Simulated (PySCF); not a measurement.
Can point charges reproduce the dipole moment of `C/N=C/c1cnco1`?

Coordinates (GFN2-xTB, Å) and charges (e) from the PBE0/pcSseg-1 density (PySCF):

| atom | x | y | z | Mulliken | IAO | Hirshfeld | ESP-fitted |
| --- | --- | --- | --- | --- | --- | --- | --- |
| C1 | 2.798 | 0.123 | 0.487 | -0.0940 | -0.3022 | -0.0697 | -0.0311 |
| N2 | 1.406 | 0.348 | 0.686 | -0.4232 | -0.2651 | -0.1423 | -0.5470 |
| C3 | 0.557 | -0.298 | 0.011 | +0.1457 | +0.0037 | +0.0245 | +0.4424 |
| C4 | -0.854 | -0.091 | 0.194 | +0.0700 | +0.1143 | +0.0409 | -0.1743 |
| C5 | -1.586 | 0.734 | 1.014 | +0.0937 | -0.0741 | -0.0166 | +0.3178 |
| N6 | -2.907 | 0.527 | 0.778 | -0.3889 | -0.3084 | -0.1943 | -0.6267 |
| C7 | -2.943 | -0.382 | -0.143 | +0.3174 | +0.1529 | +0.0889 | +0.4778 |
| O8 | -1.745 | -0.804 | -0.547 | -0.3691 | -0.2385 | -0.0585 | -0.2727 |
| H9 | 3.022 | -0.633 | -0.279 | +0.0855 | +0.1112 | +0.0350 | +0.0200 |
| H10 | 3.231 | -0.182 | 1.441 | +0.1262 | +0.1614 | +0.0523 | +0.1009 |
| H11 | 3.258 | 1.073 | 0.209 | +0.1262 | +0.1613 | +0.0523 | +0.1036 |
| H12 | 0.824 | -1.050 | -0.747 | +0.0902 | +0.1132 | +0.0418 | +0.0462 |
| H13 | -1.239 | 1.439 | 1.739 | +0.1006 | +0.1857 | +0.0670 | +0.0699 |
| H14 | -3.823 | -0.804 | -0.585 | +0.1197 | +0.1846 | +0.0785 | +0.0732 |

Question: What dipole does each set of charges give (1 e·Å = 4.803 D), and what does the density give?

Answer: The full density gives (1.50, -1.41, -1.39) D, 2.48 D in size; dipole vectors point from the negative to the positive end.

```
    scheme    μx     μy     μz  size (D)  share of the full size (%)  angle to the full dipole (°)
  Mulliken  2.04  -0.75  -0.72      2.29                          92                            26
       IAO  0.99  -0.73  -0.71      1.42                          57                             7
 Hirshfeld  0.54  -0.75  -0.75      1.19                          48                            10
ESP-fitted  1.55  -1.43  -1.43      2.55                         102                             1
```

Question: Which set comes closest?

Answer: Length of the difference vector: ESP-fitted 0.07 D, Mulliken 1.09 D, IAO 1.09 D, Hirshfeld 1.33 D. Closest: ESP-fitted. ESP charges are fitted to the potential around the molecule, whose slowest-falling term is the dipole's. 

Question: What is left for the Hirshfeld atoms' own dipoles?

Answer: The Hirshfeld atoms' densities add up to the full density, so μ = Σ q r + Σ (atomic dipoles). The atomic dipoles sum to (1.50, -1.41, -1.39) − (0.54, -0.75, -0.75) = (0.96, -0.66, -0.64) D, 1.33 D in size.

Question: With the origin at the mean of the coordinates, (0.000, 0.000, 0.304) Å, which are the largest single terms, by size, of the Hirshfeld dipole along the direction of the full one?

Answer: N6 +2.16, H13 -0.76, C7 -0.56, H14 -0.51, C1 -0.51 D; all 14 atoms together +1.17 D. The single terms depend on the origin, their sum doesn't.

Question: Give the size of the full dipole in other units.

Answer: 2.48 D = 0.977 au = 0.517 e·Å = 8.29 × 10⁻³⁰ C·m.

The structure is a single GFN2-xTB conformer in the gas phase; no vibrational or solvent corrections.

The values belong to the conformer `[CH3:1]/[N:2]=[CH:3]/[c:4]1[cH:5][n:6][cH:7][o:8]1`: N2–C3–C4–C5 0°.
